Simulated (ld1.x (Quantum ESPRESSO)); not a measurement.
# Transferability test, TM potential for sulfur

ld1.x (Quantum ESPRESSO) 7.5 input, shortened:

```
&input
   title='S', zed=16., rel=1, dft='PZ', iswitch=3,
   config='[Ne] 3s2 3p4 3d-2'
 /
 &inputp
   pseudotype=2, tm=.true., lloc=-2, rcloc=1.20,
   nlcc=.true., new_core_ps=.true., rcore=1.05
 /
3
3S  1  0   2.00   0.00  1.25  1.25  0.0
3P  2  1   4.00   0.00  1.35  1.35  0.0
3D  3  2  -2.00   0.05  1.05  1.05  0.0
 &test
   configts(1)='3s2 3p4'
 /
```

Energies are relative to the spin-unpolarised reference configuration 3s2 3p4; without spin polarisation the order of configurations can differ from experiment. Spin-polarised rows fill each open shell by Hund’s rule, majority spin first.

Give the all-electron excitation energy and the error of the potential for: 3s2 3p3; 3s2 3p2; 3s2 3p1; 3s2 3p4.3; 3s1 3p5; 3s1 3p4; 3s2 3p3.5; 3s2 3p4 (spin-polarised); 3s2 3p3 (spin-polarised).

```json
{"valence configuration": "3s2 3p3", "charge": "+1", "ΔE all-electron (eV)": "11.863", "error AE − PS (meV)": "+4.2"}
{"valence configuration": "3s2 3p2", "charge": "+2", "ΔE all-electron (eV)": "34.236", "error AE − PS (meV)": "+30"}
{"valence configuration": "3s2 3p1", "charge": "+3", "ΔE all-electron (eV)": "68.394", "error AE − PS (meV)": "+98"}
{"valence configuration": "3s2 3p4.3", "charge": "-0.3", "ΔE all-electron (eV)": "-1.741", "error AE − PS (meV)": "+0.4"}
{"valence configuration": "3s1 3p5", "charge": "0", "ΔE all-electron (eV)": "10.240", "error AE − PS (meV)": "+0.5"}
{"valence configuration": "3s1 3p4", "charge": "+1", "ΔE all-electron (eV)": "22.660", "error AE − PS (meV)": "+7.7"}
{"valence configuration": "3s2 3p3.5", "charge": "+0.5", "ΔE all-electron (eV)": "4.709", "error AE − PS (meV)": "+0.6"}
{"valence configuration": "3s2 3p4 (spin-polarised)", "charge": "0", "ΔE all-electron (eV)": "-0.706", "error AE − PS (meV)": "+8.5"}
{"valence configuration": "3s2 3p3 (spin-polarised)", "charge": "+1", "ΔE all-electron (eV)": "9.898", "error AE − PS (meV)": "+27"}
```
